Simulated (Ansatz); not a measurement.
Start from `[NH2][W](=[S])(=[S])[Cl]` and change one atom or group to get `[F][W](=[S])(=[S])[Cl]`.

Ansatz, PBE0-D4/def2-TZVP geometries, multiplicity 1. Each molecule was computed in one conformer, which needn't be the lowest.

Elements past krypton have def2 core potentials.

```tsv
property	`[NH2][W](=[S])(=[S])[Cl]`
size of the dipole moment (PBE/def2-TZVPP) / D	3.54
size of the dipole moment (ωB97M-V/def2-TZVPP) / D	3.53
HOMO–LUMO gap (ωB97M-V/def2-TZVPP) / eV	8.44
HOMO energy (B3LYP/def2-TZVPP) / eV	-7.10
LUMO energy (PBE/def2-TZVPP) / eV	-3.52
LUMO energy (B3LYP/def2-TZVPP) / eV	-3.00
```

(1) Give the same properties after the change, and the shifts. (Estimate.)

## Answers

(1) Computed: 
| property | `[F][W](=[S])(=[S])[Cl]` | shift |
| --- | --- | --- |
| size of the dipole moment (PBE/def2-TZVPP) / D | 0.83 | -2.71 |
| size of the dipole moment (ωB97M-V/def2-TZVPP) / D | 0.72 | -2.81 |
| HOMO–LUMO gap (ωB97M-V/def2-TZVPP) / eV | 8.39 | -0.05 |
| HOMO energy (B3LYP/def2-TZVPP) / eV | -7.49 | -0.39 |
| LUMO energy (PBE/def2-TZVPP) / eV | -4.03 | -0.51 |
| LUMO energy (B3LYP/def2-TZVPP) / eV | -3.51 | -0.51 |

With PBE0 the HOMO falls by 0.39 eV and the LUMO falls by 0.50 eV, so the gap narrows by about 0.11 eV. PBE moves the HOMO by -0.38 eV and ωB97M-V by -0.36 eV. The zero-point energy changes by -62.0 kJ/mol with -6 modes. Dipoles are sizes alone; their direction can turn.

B3LYP here is the variant with VWN-RPA as its local correlation; programs differ in this.
